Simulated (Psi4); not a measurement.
Cl₂Cu, doublet, geometry from GFN2-xTB (such geometries of metal compounds can be far from the true shape); HF/cc-pVDZ (Psi4 1.11).

Input for Psi4:
```
memory 2 GB

molecule mol {
0 2
  Cu    0.000000    0.000000    0.000000
  Cl   -0.000000   -0.000000   -2.034859
  Cl    0.000000    0.000000    2.034859
}

set basis cc-pvdz
set reference uhf

energy('scf')
print_variables()
```

Output, abridged:

```
   => Loading Basis Set <=

    Name: CC-PVDZ
    Role: ORBITAL
    Keyword: BASIS

         ---------------------------------------------------------
                                   SCF
               by Justin Turney, Rob Parrish, Andy Simmonett
                          and Daniel G. A. Smith
                              UHF Reference
         ---------------------------------------------------------

  ==> Geometry <==

    Molecular point group: d2h
    Full point group: D_inf_h

    Geometry (in Angstrom), charge = 0, multiplicity = 2:

       Center              X                  Y                   Z               Mass
    ------------   -----------------  -----------------  -----------------  -----------------
         CU           0.000000000000     0.000000000000     0.000000000000    62.929597720000
         CL           0.000000000000     0.000000000000    -2.034859000000    34.968852682000
         CL           0.000000000000     0.000000000000     2.034859000000    34.968852682000

  Running in d2h symmetry.

  Rotational constants: A = ************  B =      0.05821  C =      0.05821 [cm^-1]
  Rotational constants: A = ************  B =   1745.16774  C =   1745.16774 [MHz]
  Nuclear repulsion =  293.993262757977391

  Charge       = 0
  Multiplicity = 2
  Electrons    = 63
  Nalpha       = 32
  Nbeta        = 31

  ==> Algorithm <==

  SCF Algorithm Type is DF.
  DIIS enabled.
  MOM disabled.
  Fractional occupation disabled.
  Guess Type is SAD.
  Energy threshold   = 1.00e-06
  Density threshold  = 1.00e-06
  Integral threshold = 1.00e-12

  ==> Primary Basis <==

  Basis Set: CC-PVDZ
    Blend: CC-PVDZ
    Number of shells: 31
    Number of basis functions: 79
    Number of Cartesian functions: 87
    Spherical Harmonics?: true
    Max angular momentum: 3

   => Loading Basis Set <=

    Name: (CC-PVDZ AUX)
    Role: JKFIT
    Keyword: DF_BASIS_SCF

  ==> Integral Setup <==

  SCF_SUBTYPE=INCORE selected. In-core MEM_DF algorithm will be used.
  Using in-core AOs.

  ==> MemDFJK: Density-Fitted J/K Matrices <==

    J tasked:                   Yes
    K tasked:                   Yes
    wK tasked:                   No
    Algorithm:                 Core
    Schwarz Cutoff:           1E-12
    Mask sparsity (%):       0.2243
    Fitting Condition:        1E-10

   => Auxiliary Basis Set <=

  Basis Set: (CC-PVDZ AUX)
    Blend: CC-PVDZ-JKFIT + DEF2-UNIVERSAL-JKFIT
    Number of shells: 130
    Number of basis functions: 488
    Number of Cartesian functions: 637
    Spherical Harmonics?: true
    Max angular momentum: 6

  Minimum eigenvalue in the overlap matrix is 4.7498019488E-03.
  Reciprocal condition number of the overlap matrix is 1.2941007284E-03.
    Using symmetric orthogonalization.

  ==> Pre-Iterations <==

  SCF Guess: Superposition of Atomic Densities via on-the-fly atomic UHF (no occupation information).

   -------------------------
    Irrep   Nso     Nmo
   -------------------------
     Ag        21      21
     B1g        4       4
     B2g        7       7
     B3g        7       7
     Au         2       2
     B1u       16      16
     B2u       11      11
     B3u       11      11
   -------------------------
    Total      79      79
   -------------------------

  ==> Iterations <==

                           Total Energy        Delta E     RMS |[F,P]|

   @DF-UHF iter SAD: -2555.07060883653639   -2.55507e+03   0.00000e+00
    Occupation by irrep:
             Ag   B1g   B2g   B3g    Au   B1u   B2u   B3u
    DOCC [     9,    0,    2,    2,    0,    8,    5,    5 ]
    SOCC [     1,    0,    0,    0,    0,    0,    0,    0 ]
    NA   [    10,    0,    2,    2,    0,    8,    5,    5 ]
    NB   [     9,    0,    2,    2,    0,    8,    5,    5 ]

   @DF-UHF iter   1: -2555.15402498891899   -8.34162e-02   1.15239e-01 ADIIS
    Occupation by irrep:
             Ag   B1g   B2g   B3g    Au   B1u   B2u   B3u
    DOCC [    10,    1,    3,    2,    0,    7,    4,    4 ]
    SOCC [     0,    0,    0,    1,    0,    0,    0,    0 ]
    NA   [    10,    1,    3,    3,    0,    7,    4,    4 ]
    NB   [    10,    1,    3,    2,    0,    7,    4,    4 ]

   @DF-UHF iter   2: -2520.66922796709059    3.44848e+01   2.26879e-01 ADIIS
   @DF-UHF iter   3: -2556.71279593190593   -3.60436e+01   8.73573e-02 DIIS/ADIIS
   @DF-UHF iter   4: -2557.94783044998167   -1.23503e+00   2.17236e-02 DIIS/ADIIS
   @DF-UHF iter   5: -2558.05235523996316   -1.04525e-01   7.21021e-03 DIIS/ADIIS
   @DF-UHF iter   6: -2558.07996628169712   -2.76110e-02   2.43231e-03 DIIS/ADIIS
   @DF-UHF iter   7: -2558.09038487242015   -1.04186e-02   1.00644e-03 DIIS/ADIIS
   @DF-UHF iter   8: -2558.09272738114350   -2.34251e-03   2.90485e-04 DIIS/ADIIS
   @DF-UHF iter   9: -2558.09284584749139   -1.18466e-04   4.35923e-04 DIIS/ADIIS
   @DF-UHF iter  10: -2558.09296265747616   -1.16810e-04   1.46044e-04 DIIS/ADIIS
   @DF-UHF iter  11: -2558.09297371027378   -1.10528e-05   3.32885e-05 DIIS
   @DF-UHF iter  12: -2558.09297554496789   -1.83469e-06   1.25777e-05 DIIS
   @DF-UHF iter  13: -2558.09297566837495   -1.23407e-07   4.91271e-06 DIIS
   @DF-UHF iter  14: -2558.09297568252487   -1.41499e-08   3.50523e-06 DIIS
   @DF-UHF iter  15: -2558.09297569037426   -7.84939e-09   1.71650e-07 DIIS
  Energy and wave function converged.

  ==> Post-Iterations <==

   @Spin Contamination Metric:   3.769469424E-03
   @S^2 Expected:                7.500000000E-01
   @S^2 Observed:                7.537694694E-01
   @S   Expected:                5.000000000E-01
   @S   Observed:                5.000000000E-01

    Orbital Energies [Eh]
    ---------------------

    Alpha Occupied:

[...]
    Alpha Virtual:

[...]
    Beta Occupied:

[...]
       3B2g   -0.453366

    Beta Virtual:

[...]
    Final Occupation by Irrep:
             Ag   B1g   B2g   B3g    Au   B1u   B2u   B3u
    DOCC [    10,    1,    3,    2,    0,    7,    4,    4 ]
    SOCC [     0,    0,    0,    1,    0,    0,    0,    0 ]
    NA   [    10,    1,    3,    3,    0,    7,    4,    4 ]
    NB   [    10,    1,    3,    2,    0,    7,    4,    4 ]

  @DF-UHF Final Energy: -2558.09297569037426

   => Energetics <=

    Nuclear Repulsion Energy =            293.9932627579773907
    One-Electron Energy =               -4140.2449399531215022
    Two-Electron Energy =                1288.1587015047696241
    Total Energy =                      -2558.0929756903742600

  UHF NO Occupations:
  HONO-2 :   10 Ag 1.9997795
  HONO-1 :    2B3g 1.9991509
  HONO-0 :    3B3g 1.0000000
  LUNO+0 :    4B3g 0.0008491
  LUNO+1 :   11 Ag 0.0002205
  LUNO+2 :    5B2u 0.0001847
  LUNO+3 :    8B1u 0.0001569

Computation Completed

Properties will be evaluated at   0.000000,   0.000000,   0.000000 [a0]

Properties computed using the SCF density matrix

 Multipole Moments:

 ------------------------------------------------------------------------------------
     Multipole            Electronic (a.u.)      Nuclear  (a.u.)        Total (a.u.)
 ------------------------------------------------------------------------------------

 L = 1.  Multiply by 2.5417464519 to convert [e a0] to [Debye]
 Dipole X            :          0.0000000            0.0000000            0.0000000
 Dipole Y            :          0.0000000            0.0000000            0.0000000
 Dipole Z            :          0.0000000            0.0000000            0.0000000
 Magnitude           :                                                    0.0000000

 ------------------------------------------------------------------------------------

  Variable Map:
  ----------------------------------------------------------------------------
[...]
  Array Variable Map:
  ----------------------------------------------------------------------------
[...]
[...]
```
